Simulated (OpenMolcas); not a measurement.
# What dynamic correlation does to the levels of P+

| Quantity | Value |
| --- | --- |
| Program | OpenMolcas |
| Basis | ANO-RCC-VTZP [5s4p2d1f] |
| Scalar Hamiltonian | DKH2, point nucleus |
| Active space | 2 electrons in 3 orbitals (3p) |
| State averaging | 2S+1 = 3 even, 3 roots; 2S+1 = 1 even, 6 roots |
| Spin-orbit coupling | RASSI with atomic mean-field integrals over the reference wave functions, term energies averaged over their components |

Methods on the same reference wave functions:
A. CASSCF
B. SS-CASPT2, IPEA 0.25 Eh, imaginary shift 0.1 Eh (closed shells correlated: 2s 2p 3s)
C. XMS-CASPT2, IPEA 0.25 Eh, imaginary shift 0.1 Eh (closed shells correlated: 2s 2p 3s)

Energies in cm-1 above 3s2 3p2 3P0, the measured ground level; measured values from NIST Handbook of Basic Atomic Spectroscopic Data.

```
      Level      A      B      C  Measured
3s2 3p2 3P0    0.0    0.0    0.0       0.0
3s2 3p2 3P1    145    146    146       165
3s2 3p2 3P2    420    421    421       469
3s2 3p2 1D2  11618   8920   8880      8882
3s2 3p2 1S0  28387  21950  22390     21576
```

Deviations, from unrounded energies. A percentage is the sum of absolute deviations over the sum of measured energies, with the sign that they share, or ± where signs differ.

```tsv
Against measurement	Levels	A	B	C
mean absolute deviation (cm-1)	4	2400	120	220
fine structure of the ground term (%)	2	-10.9	-10.5	-10.6
other terms of the ground configuration (%)	2	+31.3	+1.4	+2.7
```

B lies closest to measurement on these levels and A furthest from it. The largest miss of B in the table is 3s2 3p2 1S0, by +370 cm-1. The ranking rests on the paired levels alone, and a cruder setting can come out closer through cancelling errors.

Between B and C the level of the table that moves most is 3s2 3p2 1S0, by 450 cm-1 (lowest in B, highest in C). Moves below CASPT2's spread within the term are not significant.

The mean deviations of B to C differ by less than CASPT2's widest spread within a term (520 cm-1), so their order carries little weight.

From A to B the spin-free energies of the other terms of 3s2 3p2 shown, above 3P, scale by factors of 0.76 to 0.77.

The lowest spin-free term lies below A's lowest term by 0.084 hartree in B, 0.089 hartree in C.

CASPT2 does not keep the components of a term degenerate, so their means are used; among the terms shown or strongly mixed into the levels shown the widest spread is 520 cm-1 (3s2 3p2 1D, C). With the s shell closed, the reference lacks s² → p² mixing. Without dynamic correlation excited terms often stand tens of per cent too high (terms of higher spin than the ground term too low), and those without a measured partner can miss by more than the paired ones (holds for A). Measured partners are found by configuration, term and J. A level has none where our copy of the source lacks it or the pairing is in doubt (some pairs that miss far off the trend of their configuration count as doubtful), and it then counts in no deviation. Only configurations of the active space appear.
